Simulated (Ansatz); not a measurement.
`[GeH3][SiH2][GeH2][GeH3]` + HCl → `Cl[SiH2][GeH3]` + digermane at 600 K and 1 bar (cleavage of the Si–Ge bond).

Isolated molecules relaxed with PBE0-D4/def2-TZVP in Ansatz; ΔE leaves out vibrations. CCSD(T)/CBS adds triple-zeta CCSD(T) − MP2 to the extrapolated MP2 energy (def2 sets, frozen cores). This one scheme is used for every species. For Ge outer-core shells are correlated without core-valence functions, which leaves a few kJ/mol of doubt a bond. Scalar relativity is left out up to krypton. One conformer a species, not always the lowest.

| species | CCSD(T)/CBS energy (Eh) | H − E (kJ/mol) | S (J/(mol·K)) |
| --- | --- | --- | --- |
| `[GeH3][SiH2][GeH2][GeH3]` | -6523.43025 | 300.9 | 594.4 |
| HCl | -460.38127 | 35.4 | 207.2 |
| `Cl[SiH2][GeH3]` | -2828.01436 | 162.9 | 414.1 |
| `[GeH3][GeH3]` | -4155.81928 | 170.1 | 372.6 |

H − E and S are ideal-gas, rigid-rotor, harmonic terms from PBE0-D4/def2-TZVP, for one conformer and one mirror image of each species. 1 Eh = 2625.50 kJ/mol, R = 8.31446 J/(mol·K).

Question: By hand: ΔE, ΔH, ΔS and ΔG.

Answer: ΔE = (-2828.01436) + (-4155.81928) − (-6523.43025) − (-460.38127) = -0.02212 Eh = -58.1 kJ/mol. Δ(H − E) = 162.9 + 170.1 − 300.9 − 35.4 = -3.3, so ΔH = -61.4 kJ/mol. ΔS = 414.1 + 372.6 − 594.4 − 207.2 = -14.9 J/(mol·K). ΔG = -61.4 − 600 × (-14.9)/1000 = -52.5 kJ/mol.

Question: By hand: the equilibrium constant, and the temperature at which ΔG would vanish if ΔH and ΔS stayed fixed.

Answer: log₁₀ K = −ΔG/(RT ln 10) = 4.6. ΔG = 0 at ΔH/ΔS = 4121 K, far beyond where these terms or the molecules hold.

The number of gas molecules stays the same, so ΔS is small and ΔH decides. A doubt of 5 kJ/mol in ΔE shifts log₁₀ K by 0.4 here. Other conformers and mirror images would add mixing entropy, several J/(mol·K) or more a flexible species. Modes under 60 cm⁻¹, often nearly free rotors, make the harmonic entropy too high. These are equilibria of isolated gas molecules and say nothing of rates. Largest T1 diagnostic: 0.012 (customary marks: 0.02 for closed shells, 0.045 for open ones).
